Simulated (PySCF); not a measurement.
Radial density of Pd (palladium, neutral)

B97-3, [Kr] 4d10, closed-shell 1S. Calculation: PySCF 2.14, in aug-cc-pwCVTZ-PP with ECP28MDF (8s8p7d4f3g, 122 functions); scalar relativity through the core potential. This is the valence pseudo-density: the core potential removes the inner electrons and smooths the orbitals near the nucleus.

```json
{"r (bohr)": "0.0171", "4πr²ρ (e/bohr)": "1.318e-05"}
{"r (bohr)": "0.0288", "4πr²ρ (e/bohr)": "3.297e-05"}
{"r (bohr)": "0.0485", "4πr²ρ (e/bohr)": "7.416e-05"}
{"r (bohr)": "0.0815", "4πr²ρ (e/bohr)": "0.0002356"}
{"r (bohr)": "0.137", "4πr²ρ (e/bohr)": "0.002184"}
{"r (bohr)": "0.231", "4πr²ρ (e/bohr)": "0.03328"}
{"r (bohr)": "0.388", "4πr²ρ (e/bohr)": "0.7805"}
{"r (bohr)": "0.652", "4πr²ρ (e/bohr)": "9.911"}
{"r (bohr)": "1.10", "4πr²ρ (e/bohr)": "15.46"}
{"r (bohr)": "1.85", "4πr²ρ (e/bohr)": "4.555"}
{"r (bohr)": "3.10", "4πr²ρ (e/bohr)": "0.7095"}
{"r (bohr)": "5.22", "4πr²ρ (e/bohr)": "0.04516"}
{"r (bohr)": "8.78", "4πr²ρ (e/bohr)": "0.0003665"}
```

Energies and moments cover only the electrons outside the core potential.
